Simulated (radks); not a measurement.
Question: Valence configurations of Tb II (all share [Xe]). Calculated with a radial shooting solver on a logarithmic mesh with Libxc functionals: Dirac Kohn-Sham, PBE, spin-unpolarised, spherical densities, finite nucleus; open shells are shared between the two j in proportion to 2j + 1; Fermi nuclear charge, rms radius 5.06 fm. Order these by energy: 4f9 6p1; 4f7 5d2 6s1; 4f7 6s1 6p2; 4f8 5d1 6s1; 4f9 6s0.5 6p0.5; 4f7 6s2 6p1; 4f9 6s1; 4f10; 4f8 6p2; 4f8.5 5d0.5 6s1.

Answer: From the lowest, in eV above it: 4f9 6s1 0.000; 4f9 6s0.5 6p0.5 1.668; 4f8.5 5d0.5 6s1 1.734; 4f10 1.807; 4f9 6p1 3.350; 4f8 5d1 6s1 4.617; 4f8 6p2 11.758; 4f7 5d2 6s1 14.279; 4f7 6s2 6p1 19.688; 4f7 6s1 6p2 24.303. NIST lists [Xe] 4f9 6s1 as the ground configuration; this level of theory agrees among the configurations tried. The energies are those of spherical spin-averaged densities, not of single terms.
